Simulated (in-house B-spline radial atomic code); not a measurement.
Results of a calculation; reference values are marked as such.
Weak and strong correlation along the adiabatic connection

Two-electron singlets in several external potentials (atomic units), by full CI in B-splines with partial waves to l = 8 (correlation energies up to 0.6 % small). The repulsion is scaled by λ at fixed density; W(λ) is the mean repulsion less the Hartree energy, W(0) = E_x, and the area under W from 0 to 1 is E_xc.

One system gave this curve:

```tsv
λ	W (hartree)
0	-4.215
0.02	-4.217
0.05	-4.2199
0.12	-4.2268
0.25	-4.2394
0.4	-4.2538
0.6	-4.2725
0.8	-4.2908
1	-4.3087
1.4	-4.3432
2	-4.3923
3	-4.4673
4.5	-4.5661
7	-4.7016
10	-4.8287
```

Problem. Which system is it?
A. ω²r²/2 − Z/r, ω = 0.0401, Z = 3
B. −V exp(−r²/w²), V = 6.06, w = 2.74
C. −Z/r, Z = 3.48, wall at 0.473 bohr
D. empty sphere, radius 1.38 bohr

Solution. C. The exchange energy sets the size: −Z/r, Z = 3.48, wall at 0.473 bohr: E_x = -4.21, E_c = -0.0477; ω²r²/2 − Z/r, ω = 0.0401, Z = 3: E_x = -1.65, E_c = -0.0434; empty sphere, radius 1.38 bohr: E_x = -1.27, E_c = -0.0494; −V exp(−r²/w²), V = 6.06, w = 2.74: E_x = -0.782, E_c = -0.041 hartree.
